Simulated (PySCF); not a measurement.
# Electron correlation in Bi⁺ (bismuth, charge +1)

[Xe] 4f14 5d10 6s2 6p2, high-spin 3P determinant. Computed with PySCF 2.14 in ANO-RCC-VTZP, with scalar relativity by spin-free X2C-1e. Frozen: [Kr] 4d10 4f14; 22 electrons correlated.

```json
{"level": "CCSD", "correlation energy (mhartree)": "-597.81"}
{"level": "(T)", "correlation energy (mhartree)": "-14.96"}
{"level": "CCSD(T)", "correlation energy (mhartree)": "-612.77"}
```

Diagnostics: T1 = 0.0066, D1 = 0.0308, largest double amplitude 0.054.

Spin-orbit coupling is strong in this species (close to jj coupling), so the high-spin LS determinant is a model state, not a physical level.

Cost of the coupled-cluster step: roughly 50 core-seconds, for 22 correlated electrons.

Spin-orbit coupling is strong in this species, so the high-spin LS determinant is a model state.
